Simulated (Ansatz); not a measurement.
Cost and result for the atomization energy of `O=CCC(=O)C(F)(F)F` (12 atoms, 11 bonds).

```xyz
12

O     0.916   -0.978    1.822
C    -0.212   -1.101    1.445
C    -0.893   -0.176    0.458
C     0.034    0.894   -0.052
O     0.173    1.963    0.458
C     0.813    0.540   -1.341
F     1.786    1.393   -1.584
F    -0.045    0.560   -2.374
F     1.324   -0.692   -1.268
H    -0.860   -1.922    1.813
H    -1.305   -0.784   -0.353
H    -1.731    0.302    0.975
```

Charge 0, multiplicity 1. The geometry is a stationary point of PBE0-D4/def2-TZVP. It is one conformer, not always the lowest. Program: Ansatz. All runs use 2 threads of an AMD EPYC 7R13 on a shared host and a share of an NVIDIA H100 80 GB. Times are those of one run each, without the atoms' runs, and a repeat can differ threefold. Electronic energies, without spin–orbit coupling; frozen cores. CCSD(T)/CBS adds CCSD(T) − MP2 in def2-TZVPP to the MP2 limit, and its time is that of the two runs behind it. T1 = 0.014. B3LYP takes the VWN-RPA correlation (the form of Gaussian; ORCA's B3LYP/G). HSE06 is the plane-wave form, built on full-range PBE exchange.

CCSD(T)/CBS is a level of theory with its own doubt, some kJ/mol a heavy atom from the limit and from the frozen cores, so smaller differences don't rank the functionals.

```csv
level,functions,wall time
revPBE-D4/def2-TZVPP,321,8.5 s
BLYP-D4/def2-TZVPP,321,10 s
PBE0-D4/def2-TZVPP,321,11 s
B3LYP-D4/def2-TZVPP (with forces),321,11 s
r2SCANh-D4/def2-TZVPP,321,11 s
PBE-D4/def2-TZVPP (with forces),321,12 s
HSE06-D4/def2-TZVPP,321,12 s
CCSD(T)/def2-SVP,141,12 s
B97M-V/def2-TZVPP,321,13 s
B2PLYP/def2-TZVPP,321,14 s
MP2/def2-QZVPP,603,15 s
CCSD(T)/def2-TZVPP,321,21 s
CCSD(T)/CBS(def2),–,35 s
```

What atomization energy does each give, and how far from CCSD(T)/CBS? (An estimate is asked.)

The calculation gave: 
```csv
level,atomization (kcal/mol),difference from CCSD(T)/CBS,per bond
revPBE-D4/def2-TZVPP,1284.9,18.5,1.7
BLYP-D4/def2-TZVPP,1281.2,14.8,1.3
PBE0-D4/def2-TZVPP,1281.0,14.6,1.3
B3LYP-D4/def2-TZVPP (with forces),1263.5,-2.9,-0.3
r2SCANh-D4/def2-TZVPP,1262.5,-3.9,-0.4
PBE-D4/def2-TZVPP (with forces),1333.2,66.8,6.1
HSE06-D4/def2-TZVPP,1282.5,16.1,1.5
CCSD(T)/def2-SVP,1213.7,-52.7,-4.8
B97M-V/def2-TZVPP,1270.5,4.1,0.4
B2PLYP/def2-TZVPP,1255.5,-10.9,-1.0
MP2/def2-QZVPP,1306.6,40.2,3.6
CCSD(T)/def2-TZVPP,1231.1,-35.3,-3.2
CCSD(T)/CBS(def2),1266.4,0.0,0.0
```

The D4 term adds +10.2 kcal/mol with B3LYP and +5.4 kcal/mol with PBE0; it sums over pairs of atoms, weighted by their polarisabilities, and B3LYP, whose exchange is more repulsive, gets the larger term. From PBE to PBE0 (25 % exact exchange), in def2-TZVPP and without D4, the atomization energy moves by −51.2 kcal/mol: exact exchange takes away binding that semilocal exchange gives to molecules. At CCSD(T), def2-SVP lies −52.8 kcal/mol from the extrapolated value and def2-TZVPP −35.3 kcal/mol: correlation converges slowly with the basis, and small sets miss more of it in the bonded molecule than in its fragments.
